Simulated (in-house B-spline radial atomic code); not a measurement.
# RPA and G0W0 on r2SCAN0: neutral molybdenum

Configuration [Kr] 4d5 5s1, highest spin, mean-field start r2SCAN0. Computed with an all-electron radial atomic-structure program (B-spline basis): all electrons, non-relativistic, point nucleus, each spin shell either full or empty, empty states to l = 9 with an (l + 1/2)⁻⁴ tail; G0W0 by contour deformation at full frequency.

Without relativity these are model numbers: it shifts the levels of so heavy an element strongly and can reorder them.

Command:
```bash
python run_gw.py task.json out
```
Settings (radii: box in bohr, nucleus in fm):
```
Z                        42
electrons                42
configuration            [Kr] 4d5 5s1
hamiltonian              nr
method                   r2scan0
lmax                     9
spin_polarised           True
box_radius               40
intervals                56
ion_configuration        [Kr] 4d5
```

Time taken, with all properties: 6 s on 1 thread of AMD EPYC 7R13 Processor, with other jobs on the host.

Energies (hartree):

```csv
term,value
mean-field total,-3977.60453
Hartree-Fock functional on these orbitals,-3975.54169
direct second order,-3.3822
second-order exchange,0.99931
SOSEX correction,0.91817
```

Question: What is the RPA correlation energy, and what remains with SOSEX?

Answer: RPA gives -2.96 hartree (-1.92 eV per electron); RPA + SOSEX gives -2.0418, and the second-order doubles -2.3829 hartree (no singles). RPA lacks exchange-type terms and so overcorrelates at short range.

Quasi-particle levels (eV):

```json
{"level": "5s up", "occupied": "yes", "mean field": "-5.048", "Σx - vxc": "-1.13", "Σc": "?", "QP weight": "?", "G0W0": "?"}
{"level": "5p up", "occupied": "no", "mean field": "-0.648", "Σx - vxc": "1.58", "Σc": "-0.51", "QP weight": "0.944", "G0W0": "0.423"}
```

G0W0 = mean field + (Σx - vxc) + Σc, with Σc (partial-wave tail included) taken at the quasi-particle energy. Only the outer levels were computed. Levels of low weight are left out. An empty level above zero is unbound and depends on the box.

Question: Where does G0W0 put 5s up?

Answer: At -7.217 eV, with Σc = -1.04 eV and a quasi-particle weight of 0.911. The tabulated removal energy is 7.092 eV (NIST, measured); the calculation leaves out relativity, Breit and QED terms, and what these don't explain is the method's own error.

Question: What does it cost to remove one electron (to [Kr] 4d5) by differences of total energies, each species on its own start (correlation terms add to the Hartree-Fock functional)?

Answer: r2SCAN0 6.838 eV, Hartree-Fock functional 5.807 eV, + RPA 7.141 eV, + RPA + SOSEX 6.424 eV, + second order 7.103 eV. Tabulated: 7.092 eV (NIST, measured); the calculation leaves out relativity, Breit and QED terms, and what these don't explain is the method's own error.
